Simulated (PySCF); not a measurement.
Species: `[H]/N=C\c1ccco1`. The columns A, B, C and D hold Mulliken, IAO, Hirshfeld and ESP-fitted charges (e) of one PBE0/pcSseg-1 density (PySCF), in a shuffled order. Coordinates in Å (PBE0-D3(BJ)/def2-SVP); the density's dipole moment is (3.30, -0.04, 0.47) D.

```
atom       x       y       z       A       B       C       D
  N1  -2.755  -0.216   0.501  -0.234  -0.336  -0.718  -0.425
  C2  -1.856  -0.024  -0.379  +0.033  +0.090  +0.334  +0.025
  C3  -0.412  -0.041  -0.197  +0.043  +0.146  +0.041  +0.114
  C4   0.413  -0.242   0.883  -0.075  -0.143  -0.121  -0.201
  C5   1.745  -0.126   0.396  -0.082  -0.153  -0.327  -0.213
  C6   1.630   0.136  -0.940  +0.020  +0.164  +0.027  +0.023
  O7   0.340   0.188  -1.302  -0.054  -0.376  -0.190  -0.224
  H8  -2.330  -0.399   1.417  +0.102  +0.160  +0.355  +0.235
  H9  -2.173   0.185  -1.414  +0.051  +0.132  +0.071  +0.154
 H10   0.101  -0.449   1.905  +0.062  +0.097  +0.151  +0.166
 H11   2.669  -0.223   0.962  +0.063  +0.107  +0.209  +0.170
 H12   2.360   0.304  -1.729  +0.071  +0.111  +0.168  +0.177
```

Question: Which column most likely holds the ESP-fitted charges?

Answer: C. Σ q r misses the density's dipole by 0.01 D (C), 0.53 D (D), 1.34 D (B), 1.58 D (A). Charges fitted to the outside potential are the only set here that is tied to the molecule's multipoles.

Question: And the Hirshfeld charges?

Answer: A. The mean sizes are 0.074 e (A), 0.168 e (B), 0.177 e (D), 0.226 e (C), and Hirshfeld charges are commonly the smallest of these schemes.

As computed, A = Hirshfeld, B = Mulliken, C = ESP-fitted, D = IAO. Hydrogens on carbon: Hirshfeld +0.05 to +0.07, Mulliken +0.10 to +0.13, ESP-fitted +0.07 to +0.21, IAO +0.15 to +0.18 e.

The Mulliken scheme gives each basis function's population to the atom it is centred on and halves the overlap population of two atoms between them. The Hirshfeld scheme divides the density at each point in proportion to the densities of the neutral, spherically averaged free atoms.

One conformer (not necessarily the lowest) at the PBE0-D3(BJ)/def2-SVP geometry, without solvent, vibrations or thermal averaging.

The run behind these numbers computed NMR shieldings as well. The run took 14 s wall on an x86-64 server with one thread, on a shared host.

The values belong to the conformer `[H]/[N:1]=[CH:2]\[c:3]1[cH:4][cH:5][cH:6][o:7]1`: N1–C2–C3–C4 0°.
